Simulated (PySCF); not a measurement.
Ligands exchanged one at a time, Ge H-SiH3. All species are isolated molecules in the gas phase. Strings in code marks are SMILES.

The HOMO from two functionals at the same geometries (PBE0-D3(BJ)/def2-SVP), both in PySCF: PBE-D3(BJ)/def2-TZVP and PBE0-D3(BJ)/def2-TZVP. 

```csv
species,PBE-D3(BJ)/def2-TZVP (eV),PBE0-D3(BJ)/def2-TZVP (eV)
0 of 4 H replaced by SiH3,-8.34,-9.65
1 of 4 H replaced by SiH3 (`[GeH3][SiH3]`),-7.19,-8.29
2 of 4 H replaced by SiH3 (`[SiH3][GeH2][SiH3]`),-6.88,-7.91
3 of 4 H replaced by SiH3 (`[SiH3][GeH]([SiH3])[SiH3]`),-6.86,-7.89
```

Over these rows, drawn at random from the members with no instability flagged (it was tested for open shells, ions and some series alone), PBE minus PBE0-D3(BJ): mean +1.12 eV, from +1.03 eV to +1.31 eV.
